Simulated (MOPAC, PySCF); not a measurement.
H3Al, SMILES `[AlH3]`, neutral singlet in the gas phase. 

Cartesian coordinates (Å):
```xyz
4

Al     0.0000     0.0000     0.0000
H      1.5754    -0.0461    -0.0004
H     -0.8275    -1.3413     0.0008
H     -0.7478     1.3874    -0.0004
```
Charge 0, multiplicity 1.

All levels are single points at this geometry (CAM-B3LYP-D3(BJ)/def2-TZVP); Pople sets use spherical d functions. Orbital energies aren't observables, and empty levels follow the basis.

```tsv
level	HOMO (eV)	LUMO (eV)	gap (eV)	dipole (D)	vertical IE, Delta-SCF (eV)
CAM-B3LYP-D3(BJ)/def2-TZVP in PySCF	-10.02	-0.84	9.18	0.00	11.35
TPSSh-D3(BJ)/def2-TZVP in PySCF	-8.05	-2.00	6.05	0.00	11.13
PBE/6-31G* in PySCF	-7.29	-2.48	4.81	0.00	–
SVWN5/6-31G* in PySCF	-7.29	-2.70	4.59	0.00	–
HF/STO-3G in PySCF	-9.19	8.85	18.03	0.00	–
PM3 in MOPAC	-11.45	-2.26	9.19	0.00	–
```
